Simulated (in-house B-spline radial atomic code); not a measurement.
Configurations of V+, with energies counted from [Ar] 3d4. All numbers are computed (non-relativistic TPSSh, spin-polarised, spherical fractional occupations, exact exchange averaged over the configuration; point nucleus) with a radial B-spline atomic code at the basis-set limit, not measured. Shells without spins written out take the highest spin.

Occupations are held fixed; configurations that lie above the ionisation limit could autoionise.

```tsv
configuration	E - E(ref) (eV)	highest orbital	its <r> (bohr)
[Ar] 3d3 4p1	5.3928	4p up	3.688
[Ne] 3s2 3p5 3d4 4p1	40.495	4p up	3.633
[Ne] 3s2 3p5 3d4 4f1	47.296	4f up	8.654
```

(1) Order these further configurations by energy, lowest first.
A. [Ar] 3d3 4s1
B. [Ar] 3d3 4f1
C. [Ne] 3s2 3p5 3d4 4s1
D. [Ne] 3s2 3p5 3d5

## Answers

(1) A (1.2289 eV), B (12.042 eV), D (33.809 eV), C (36.219 eV).
